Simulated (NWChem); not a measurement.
# BCl

```xyz
2

B      0.0000     0.0000    -1.2974
Cl     0.0000     0.0000     0.4362
```
Atoms are numbered in this order, from 1.

Structure relaxed at the PBE-D3(BJ)/def2-SVP level.

### Question
Give the principal values of the shielding tensors (ppm) of B1, Cl2 from Hartree-Fock/6-31G* (spherical d), GIAO (NWChem), with their diamagnetic and paramagnetic parts as GIAO splits them.

### Answer
| atom | σ11 | σ22 | σ33 | isotropic | diamagnetic | paramagnetic |
|---|---|---|---|---|---|---|
| B1 | -124.4 | -124.4 | 210.6 | -12.7 | 196.4 | -209.1 |
| Cl2 | -21.0 | -21.0 | 1150.2 | 369.4 | 1148.5 | -779.1 |
